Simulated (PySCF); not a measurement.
B(NMe2)(OH)(SH) (C2H8BNOS), SMILES CN(C)B(O)S. Atoms are numbered in the order given.

```xyz
14

B      0.0407     0.5465     0.1507
N     -0.7465    -0.5542    -0.2538
C     -2.1808    -0.4370    -0.4198
C     -0.2321    -1.8738    -0.5349
H     -2.4824    -0.6792    -1.4568
H     -2.7176    -1.1344     0.2516
H     -2.5064     0.5853    -0.1923
H     -0.6829    -2.6317     0.1343
H     -0.4557    -2.1782    -1.5754
H      0.8578    -1.9119    -0.4005
O     -0.5786     1.7514     0.3849
H      0.0184     2.4527     0.6600
S      1.8716     0.3076     0.3461
H      2.1512     1.5760     0.7129
```
Charge 0, spin multiplicity 1.

Coordinates come from a r2SCAN-D4/def2-SVP optimisation. Other conformers were not sampled.

The numbers are results of r2SCAN/def2-TZVP in PySCF, not measurements.

ESP charges are fitted to the potential on shells at 1.4 to 2.0 van der Waals radii. Atomic charges (e):

| atom | ESP fit | IAO |
|---|---|---|
| B1 | 0.01 | 0.27 |
| N2 | 0.41 | -0.26 |
| C3 | -0.43 | -0.31 |
| C4 | -0.73 | -0.30 |
| H5 | 0.12 | 0.13 |
| H6 | 0.12 | 0.13 |
| H7 | 0.16 | 0.17 |
| H8 | 0.18 | 0.13 |
| H9 | 0.18 | 0.13 |
| H10 | 0.27 | 0.15 |
| O11 | -0.57 | -0.56 |
| H12 | 0.43 | 0.37 |
| S13 | -0.38 | -0.15 |
| H14 | 0.22 | 0.09 |

Task: Give the Mayer and Wiberg (Löwdin basis) orders of the bonds. (An estimate is asked for; the answer gives what the named calculation found.)

Result: 
```csv
bond,Mayer,Wiberg
B1–N2,1.34,1.57
N2–C3,0.91,1.24
N2–C4,0.93,1.26
C3–H5,0.97,0.91
C3–H6,0.97,0.91
C3–H7,0.97,0.90
C4–H8,0.97,0.91
C4–H9,0.97,0.91
C4–H10,0.97,0.89
B1–O11,1.23,1.93
O11–H12,0.88,0.96
B1–S13,1.17,1.76
S13–H14,0.95,0.98
```
